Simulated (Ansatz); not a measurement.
B3NH10⁺ (relaxed from a model of B3H7(NH3), whose bonding it doesn't keep). Total charge 1; doublet. Geometry PBE0-D4/def2-SVP, that of the neutral singlet; atoms count from 1.

Cartesian coordinates in Å:
```
B -0.487 -0.065 1.265
B -1.303 0.313 -0.214
H -1.435 0.843 1.006
B 0.214 -0.702 -0.297
N 1.442 0.246 -0.735
H 0.662 -1.607 0.382
H -0.993 -0.879 2.000
H 0.422 0.605 1.729
H -2.343 -0.255 -0.449
H -1.034 1.278 -0.911
H -0.265 -1.187 -1.304
H 1.095 1.006 -1.323
H 1.862 0.666 0.097
H 2.164 -0.263 -1.246
```

Q: Estimate the Mulliken populations from the PBE0/def2-TZVP orbitals of Ansatz.

A: 
```json
{"atom": "B1", "charge (e)": "-0.24", "spin (α − β)": "0.14"}
{"atom": "B2", "charge (e)": "-0.23", "spin (α − β)": "0.13"}
{"atom": "H3", "charge (e)": "0.25", "spin (α − β)": "0.06"}
{"atom": "B4", "charge (e)": "-0.16", "spin (α − β)": "0.14"}
{"atom": "N5", "charge (e)": "-0.36", "spin (α − β)": "0.00"}
{"atom": "H6", "charge (e)": "0.14", "spin (α − β)": "0.03"}
{"atom": "H7", "charge (e)": "0.15", "spin (α − β)": "0.11"}
{"atom": "H8", "charge (e)": "0.08", "spin (α − β)": "0.05"}
{"atom": "H9", "charge (e)": "0.17", "spin (α − β)": "0.15"}
{"atom": "H10", "charge (e)": "0.11", "spin (α − β)": "0.13"}
{"atom": "H11", "charge (e)": "0.14", "spin (α − β)": "0.04"}
{"atom": "H12", "charge (e)": "0.31", "spin (α − β)": "0.00"}
{"atom": "H13", "charge (e)": "0.31", "spin (α − β)": "0.00"}
{"atom": "H14", "charge (e)": "0.33", "spin (α − β)": "0.00"}
```
Mulliken values depend strongly on the basis.

Q: Where does the spin sit?

A: Summed by element: B 0.41, H 0.58, N 0.00, of 1 unpaired in all. Largest on single atoms: H9 0.15, B1 0.14, B4 0.14.

Q: And the Mayer bond orders between heavy atoms (over 0.3)?

A: B1–B2 0.69 (1.73 Å); B1–B4 0.53 (1.83 Å); B2–B4 0.60 (1.83 Å); B4–N5 0.82 (1.61 Å).
